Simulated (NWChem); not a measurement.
System: SiNH₃ClF; SMILES [Si@H](N)(Cl)F

Input file for NWChem:

```
start job
memory heap 200 mb stack 900 mb global 1100 mb
geometry units angstroms noautosym nocenter noautoz
  N      1.432077    -1.086854    -0.081692
  Si    -0.056559    -0.414592     0.376986
  F     -1.315078    -0.912181    -0.516782
  Cl     0.047587     1.615809     0.086536
  H      1.939575    -0.763262    -0.896654
  H      1.700267    -2.023264     0.196992
  H     -0.376103    -0.758526     1.777403
end
basis spherical
  * library def2-svp
end
dft
  xc b3lyp
  iterations 150
  mulliken
end
task dft energy
esp
  recalculate
  probe 0.07
  range 0.3
  factor 1.0
  spacing 0.02
end
task esp
```

Output (shortened):

```
             Northwest Computational Chemistry Package (NWChem) 7.3.0
             --------------------------------------------------------

                             Geometry "geometry" -> ""
                             -------------------------

 Output coordinates in angstroms (scale by  1.889725989 to convert to a.u.)

  No.       Tag          Charge          X              Y              Z
 ---- ---------------- ---------- -------------- -------------- --------------
    1 N                    7.0000     1.43207700    -1.08685400    -0.08169200
    2 Si                  14.0000    -0.05655900    -0.41459200     0.37698600
    3 F                    9.0000    -1.31507800    -0.91218100    -0.51678200
    4 Cl                  17.0000     0.04758700     1.61580900     0.08653600
    5 H                    1.0000     1.93957500    -0.76326200    -0.89665400
    6 H                    1.0000     1.70026700    -2.02326400     0.19699200
    7 H                    1.0000    -0.37610300    -0.75852600     1.77740300

 Effective nuclear repulsion energy (a.u.)     226.7869223490

                                 NWChem DFT Module
                                 -----------------

 Summary of "ao basis" -> "ao basis" (spherical)
 ------------------------------------------------------------------------------
       Tag                 Description            Shells   Functions and Types
 ---------------- ------------------------------  ------  ---------------------
 N                          def2-svp                 6       14   3s2p1d
 Si                         def2-svp                 8       18   4s3p1d
 F                          def2-svp                 6       14   3s2p1d
 Cl                         def2-svp                 8       18   4s3p1d
 H                          def2-svp                 3        5   2s1p

            General Information
            -------------------
          SCF calculation type: DFT
          Wavefunction type:  closed shell.
          No. of atoms     :     7
          No. of electrons :    50
           Alpha electrons :    25
            Beta electrons :    25
          Charge           :     0
          Spin multiplicity:     1
          Use of symmetry is: off; symmetry adaption is: off
          Maximum number of iterations: 150
          AO basis - number of functions:    79
                     number of shells:    37
          Convergence on energy requested:  1.00D-06
          Convergence on density requested:  1.00D-05
          Convergence on gradient requested:  5.00D-04

              XC Information
              --------------
                         B3LYP Method XC Potential
                     Hartree-Fock (Exact) Exchange  0.200
                        Slater Exchange Functional  0.800 local
                    Becke 1988 Exchange Functional  0.720 non-local
              Lee-Yang-Parr Correlation Functional  0.810
                  VWN I RPA Correlation Functional  0.190 local

             Grid Information
             ----------------
          Grid used for XC integration:  medium
          Radial quadrature: Mura-Knowles
          Angular quadrature: Lebedev.
          Tag              B.-S. Rad. Rad. Pts. Rad. Cut. Ang. Pts.
          ---              ---------- --------- --------- ---------
          N                   0.65       49           8.0       434
          Si                  1.10       88           8.0       590
          F                   0.50       49           9.0       434
          Cl                  1.00       88          11.0       590
          H                   0.35       45          10.0       434
          Grid pruning is: on
          Number of quadrature shells:   409
          Spatial weights used:  Erf1

      Superposition of Atomic Density Guess
      -------------------------------------

 Sum of atomic energies:        -903.09659351

      Non-variational initial energy
      ------------------------------

 Total energy =    -904.275251
 1-e energy   =   -1701.220626
 2-e energy   =     570.158452
 HOMO         =      -0.368575
 LUMO         =       0.080315

     ---------------------------------------------
      Total Density - Mulliken Population Analysis
     ---------------------------------------------

    Atom       Charge   Shell Charges
 -----------   ------   -------------------------------------------------------
    1 N    7     7.75   1.99  1.02  0.44  2.60  1.69  0.00
    2 Si  14    12.68   2.00  1.99  0.86  0.14  5.93  0.86  0.59  0.31
    3 F    9     9.58   1.99  1.15  0.78  3.52  2.14  0.00
    4 Cl  17    17.40   2.00  1.99  1.22  0.72  5.94  2.16  3.36  0.01
    5 H    1     0.75   0.58  0.12  0.04
    6 H    1     0.74   0.58  0.12  0.04
    7 H    1     1.09   0.70  0.39  0.01

   convergence    iter        energy       DeltaE   RMS-Dens  Diis-err
 ---------------- ----- ----------------- --------- --------- ---------
 d= 0,ls=0.0,diis     1   -905.8344008258 -1.13D+03  1.57D-02  6.79D-01
 d= 0,ls=0.0,diis     2   -905.8115390073  2.29D-02  8.10D-03  1.03D+00
 d= 0,ls=0.0,diis     3   -905.9057522729 -9.42D-02  1.44D-03  2.96D-02
 d= 0,ls=0.0,diis     4   -905.9075405936 -1.79D-03  6.64D-04  4.89D-03
 d= 0,ls=0.0,diis     5   -905.9080778019 -5.37D-04  1.23D-04  2.14D-04
  Resetting Diis
 d= 0,ls=0.0,diis     6   -905.9080982516 -2.04D-05  4.55D-05  1.96D-05
 d= 0,ls=0.0,diis     7   -905.9081006365 -2.38D-06  1.65D-05  6.04D-07
 d= 0,ls=0.0,diis     8   -905.9081005937  4.27D-08  8.94D-06  9.58D-07

         Total DFT energy =     -905.908100593730
      One electron energy =    -1703.930603164743
           Coulomb energy =      639.062229958674
    Exchange-Corr. energy =      -67.826649736646
 Nuclear repulsion energy =      226.786922348985

 Numeric. integr. density =       50.000005668792

                       DFT Final Molecular Orbital Analysis
                       ------------------------------------

 Vector   23  Occ=2.000000D+00  E=-3.296988D-01
              MO Center=  1.1D-01,  1.2D+00,  7.6D-02, r^2= 2.1D+00
   Bfn.  Coefficient  Atom+Function         Bfn.  Coefficient  Atom+Function
  ----- ------------  ---------------      ----- ------------  ---------------
    57      0.543120  4 Cl px                54      0.410148  4 Cl px
    51      0.238314  4 Cl px                59      0.210975  4 Cl pz
    56      0.162367  4 Cl pz                 4     -0.119696  1 N  px
    37     -0.118700  3 F  py                 6     -0.099257  1 N  pz
    25      0.097802  2 Si px                53      0.094051  4 Cl pz

 Vector   24  Occ=2.000000D+00  E=-3.237413D-01
              MO Center=  3.2D-02,  1.2D+00,  2.4D-01, r^2= 2.1D+00
   Bfn.  Coefficient  Atom+Function         Bfn.  Coefficient  Atom+Function
  ----- ------------  ---------------      ----- ------------  ---------------
    59      0.552146  4 Cl pz                56      0.412587  4 Cl pz
    53      0.239776  4 Cl pz                57     -0.219302  4 Cl px
    75     -0.171165  7 H  s                 76     -0.166539  7 H  s
    54     -0.163783  4 Cl px                 3      0.109888  1 N  s
    51     -0.095213  4 Cl px                 4      0.083509  1 N  px

 Vector   25  Occ=2.000000D+00  E=-2.857606D-01
              MO Center=  1.2D+00, -7.8D-01, -2.5D-02, r^2= 2.0D+00
   Bfn.  Coefficient  Atom+Function         Bfn.  Coefficient  Atom+Function
  ----- ------------  ---------------      ----- ------------  ---------------
     6      0.364344  1 N  pz                 4      0.296112  1 N  px
     9     -0.296255  1 N  pz                 5      0.265013  1 N  py
     7     -0.255421  1 N  px                 8     -0.210447  1 N  py
    57      0.197927  4 Cl px                54      0.142911  4 Cl px
    36      0.125867  3 F  px                59      0.091499  4 Cl pz

 Vector   26  Occ=0.000000D+00  E= 3.542248D-02
              MO Center=  1.4D+00, -1.4D+00, -2.3D-01, r^2= 4.2D+00
   Bfn.  Coefficient  Atom+Function         Bfn.  Coefficient  Atom+Function
  ----- ------------  ---------------      ----- ------------  ---------------
     3      1.429596  1 N  s                 71     -0.842985  6 H  s
    66     -0.775709  5 H  s                 18     -0.535571  2 Si s
    26      0.345877  2 Si py                 2      0.237651  1 N  s
    25     -0.218721  2 Si px                76      0.187618  7 H  s
     8     -0.171517  1 N  py                27      0.147946  2 Si pz

 Vector   27  Occ=0.000000D+00  E= 5.242497D-02
              MO Center= -8.3D-03, -2.6D-02,  4.5D-01, r^2= 3.5D+00
   Bfn.  Coefficient  Atom+Function         Bfn.  Coefficient  Atom+Function
  ----- ------------  ---------------      ----- ------------  ---------------
    26      0.938092  2 Si py                58      0.630503  4 Cl py
    50     -0.589934  4 Cl s                 18      0.535081  2 Si s
    17      0.512186  2 Si s                 71      0.352158  6 H  s
    23      0.339536  2 Si py                76     -0.300140  7 H  s
    49     -0.247020  4 Cl s                 16      0.239371  2 Si s

 Vector   28  Occ=0.000000D+00  E= 7.152185D-02
              MO Center= -2.0D-01, -4.0D-01,  4.9D-01, r^2= 3.5D+00
   Bfn.  Coefficient  Atom+Function         Bfn.  Coefficient  Atom+Function
  ----- ------------  ---------------      ----- ------------  ---------------
    25      0.989477  2 Si px                35      0.546668  3 F  s
     3     -0.428734  1 N  s                 27      0.346588  2 Si pz
    26      0.337166  2 Si py                18     -0.294996  2 Si s
    57     -0.243293  4 Cl px                22      0.228307  2 Si px
    17     -0.224065  2 Si s                 76      0.220445  7 H  s

     ---------------------------------------------
      Total Density - Mulliken Population Analysis
     ---------------------------------------------

    Atom       Charge   Shell Charges
 -----------   ------   -------------------------------------------------------
    1 N    7     7.35   1.99  0.97  0.41  2.50  1.48  0.01
    2 Si  14    13.21   2.00  1.98  0.98  0.02  5.93  1.18  0.66  0.47
    3 F    9     9.33   1.99  1.13  0.79  3.36  2.06  0.00
    4 Cl  17    17.26   2.00  1.98  1.27  0.69  5.93  2.17  3.20  0.02
    5 H    1     0.87   0.70  0.12  0.05
    6 H    1     0.87   0.71  0.11  0.05
    7 H    1     1.12   0.75  0.36  0.01

     -------------------------------------------
      Total Density - Lowdin Population Analysis
     -------------------------------------------

    Atom       Charge   Shell Charges
 -----------   ------   -------------------------------------------------------
    1 N    7     7.21   1.97  0.70  0.43  2.28  1.81  0.02
    2 Si  14    13.56   2.00  1.92  0.63  0.30  5.81  1.20  0.95  0.73
    3 F    9     9.21   1.98  1.02  0.77  3.22  2.22  0.01
    4 Cl  17    17.06   2.00  1.96  1.05  0.79  5.82  2.28  3.15  0.02
    5 H    1     0.92   0.59  0.21  0.13
    6 H    1     0.92   0.59  0.21  0.13
    7 H    1     1.11   0.66  0.43  0.02

     Multipole analysis of the density
     ---------------------------------

     L   x y z        total         alpha         beta         nuclear
     -   - - -        -----         -----         ----         -------
     0   0 0 0     -0.000000    -25.000000    -25.000000     50.000000

     1   1 0 0      0.797030     -0.990177     -0.990177      2.777385
     1   0 1 0     -0.652361     -2.501072     -2.501072      4.349783
     1   0 0 1      0.053158     -2.433632     -2.433632      4.920421

     2   2 0 0    -26.973249    -79.191311    -79.191311    131.409372
     2   1 1 0     -2.737439      4.164067      4.164067    -11.065573
     2   1 0 1     -2.080461     -6.390357     -6.390357     10.700253
     2   0 2 0    -26.116448   -134.116637   -134.116637    242.116826
     2   0 1 1     -0.758853     -7.504787     -7.504787     14.250721
     2   0 0 2    -26.865198    -28.733191    -28.733191     30.601185

                     NWChem Electrostatic Potential Fit Module
                     -----------------------------------------

 Atom parameters

 Number of atoms is                                    7
 Number of basis functions is                         79

 Grid parameters

 Maximum number of grid points is                  34473
 Number of grid points is                          34472
 Grid range                                     0.300000 nm
 Grid spacing                                   0.020000 nm
 Probe radius                                   0.070000 nm
 Atom radius factor                             1.000000

 Atomic radii

    1    0.100000
    7    0.140000
    9    0.128000
   14    0.187000
   17    0.169000
 FASTESP  F
  using M.O. file = ./job.movecs

    Atom              Coordinates                           Charge

                                                  ESP

    1 N     0.143208   -0.108685   -0.008169   -0.928697
    2 Si   -0.005656   -0.041459    0.037699    0.915475
    3 F    -0.131508   -0.091218   -0.051678   -0.333560
    4 Cl    0.004759    0.161581    0.008654   -0.244292
    5 H     0.193958   -0.076326   -0.089665    0.366743
    6 H     0.170027   -0.202326    0.019699    0.367114
    7 H    -0.037610   -0.075853    0.177740   -0.142783
                                            ------------
                                               -0.000000

 Dipole moment                                  1.090952

 Quadrupole moment Qxx                         -1.264483
                   Qyy                         -2.902185
                   Qzz                          4.166668

 RMS deviation kJ/mol                           0.065331

 RRMS %                                        25.721631
```

Level: B3LYP/def2-SVP. All runs use the structure optimised with PBE0/def2-SVP. B3LYP is NWChem's, with the RPA form of VWN correlation.
